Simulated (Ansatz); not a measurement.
Ge(F)(OH)2(NH2) (FGeH4NO2), SMILES [NH2][Ge]([OH])([OH])[F].

Geometry: PBE0-D3(BJ)/def2-SVP. Other conformers were not sampled.

Two levels are set side by side: PBE/def2-SVPD (Ansatz, an electronic-structure program) and PBE0/def2-SVPD (Ansatz). Energy differences of separate SCF runs at the same geometry; the states with an electron removed or added have multiplicity 2 and 2. Differences are taken from unrounded values.

```csv
quantity,PBE0
vertical ionisation energy (eV),10.89
vertical singlet–triplet gap (eV),6.33
```

### Question
What does PBE give, and how far is it from PBE0? (Estimate from the structure and the level; the computed values follow.)

### Answer

```tsv
quantity	PBE	PBE minus PBE0
vertical ionisation energy (eV)	10.46	-0.43
vertical singlet–triplet gap (eV)	5.87	-0.45
```
